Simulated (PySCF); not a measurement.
A PySCF script (with the pyscf-properties extension) for the NMR shieldings of SMILES C(#C)B(SC)C(C)C, C6H11BS, on a GFN2-xTB geometry:

```python
import basis_set_exchange as bse
import numpy as np
from pyscf import gto, dft
from pyscf.prop import nmr

atoms = """
C     1.161027    2.397454    0.632992
C     0.785715    1.294530    0.323220
B     0.350538   -0.094671   -0.055027
S     1.565120   -1.393474   -0.154809
C     3.126034   -0.549823    0.281064
C    -1.178236   -0.443638   -0.365708
C    -2.081774    0.792800   -0.409778
C    -1.730672   -1.450723    0.656099
H     1.468742    3.366568    0.901278
H     3.907540   -1.302256    0.263862
H     3.333759    0.225475   -0.449208
H     3.040513   -0.115986    1.271961
H    -1.232405   -0.931100   -1.347999
H    -1.729206    1.500479   -1.156920
H    -2.083871    1.294451    0.555784
H    -3.105418    0.513815   -0.654219
H    -2.759759   -1.710887    0.414899
H    -1.713522   -1.023698    1.657337
H    -1.133927   -2.360066    0.658038
"""
names = dict.fromkeys(["C", "B", "S", "H"], "pcSseg-1")
basis = {el: gto.basis.parse(bse.get_basis(n, elements=[el], fmt="nwchem")) for el, n in names.items()}
mol = gto.M(atom=atoms, basis=basis, charge=0, verbose=0)
mf = dft.RKS(mol, xc="PBE0")
mf.grids.level = 2
mf.grids.alignment = dft.numint.BLKSIZE   # the property module wants whole blocks of grid points
mf.conv_tol = 1e-9
mf.kernel()

calc = nmr.RKS(mf)   # GIAO
C = mf.mo_coeff
Co = C[:, mf.mo_occ > 0]
resp = mf.gen_response(singlet=True, hermi=2)
def vind(x):   # induced exchange potential for any number of trial vectors
    d = np.einsum("pi,xij,qj->xpq", C, 2 * x.reshape(-1, C.shape[1], Co.shape[1]), Co, optimize=True)
    return np.einsum("xpq,pi,qj->xij", resp(d - d.transpose(0, 2, 1)), C, Co, optimize=True).ravel()
mo1, _ = nmr.rhf.solve_mo1(calc, with_cphf=vind)
sigma = calc.kernel(mo1)
for i, s in enumerate(sigma):   # ppm
    w = np.linalg.eigvalsh((s + s.T) / 2)
    print("%2d %-2s iso %8.1f  s11 %8.1f  s22 %8.1f  s33 %8.1f" % (i, mol.atom_pure_symbol(i), w.mean(), *w))
```

Task: What are the results?

Result: 
```
 0 C  iso     57.6  s11     10.6  s22     16.3  s33    145.7
 1 C  iso     94.9  s11     -9.5  s22     -1.0  s33    295.2
 2 B  iso     36.4  s11    -29.3  s22     29.6  s33    108.9
 3 S  iso    417.3  s11     90.8  s22    549.0  s33    611.9
 4 C  iso    166.1  s11    154.0  s22    160.6  s33    183.6
 5 C  iso    160.0  s11    140.6  s22    165.8  s33    173.6
 6 C  iso    163.7  s11    148.6  s22    160.2  s33    182.3
 7 C  iso    162.1  s11    137.7  s22    164.3  s33    184.3
 8 H  iso     27.3  s11     24.1  s22     25.3  s33     32.6
 9 H  iso     29.5  s11     24.0  s22     27.1  s33     37.5
10 H  iso     29.1  s11     24.6  s22     27.4  s33     35.4
11 H  iso     29.1  s11     24.5  s22     27.7  s33     35.2
12 H  iso     30.2  s11     26.0  s22     29.5  s33     35.1
13 H  iso     30.1  s11     25.7  s22     28.5  s33     36.2
14 H  iso     30.4  s11     26.9  s22     29.4  s33     34.9
15 H  iso     30.7  s11     26.0  s22     28.8  s33     37.4
16 H  iso     30.6  s11     26.3  s22     28.2  s33     37.2
17 H  iso     30.9  s11     27.8  s22     29.0  s33     35.9
18 H  iso     30.3  s11     24.8  s22     30.3  s33     35.9
```

These numbers come from an equivalent density-fitted implementation of the same equations, which agrees with the script to about 0.01 ppm for H and up to a few tenths of a ppm for heavy atoms, so last digits may differ.

Size and cost of the density-fitted run: 198 basis functions, 2.1 min wall time on 1 thread of an Intel Xeon, shared host; peak memory 0.8 GiB.
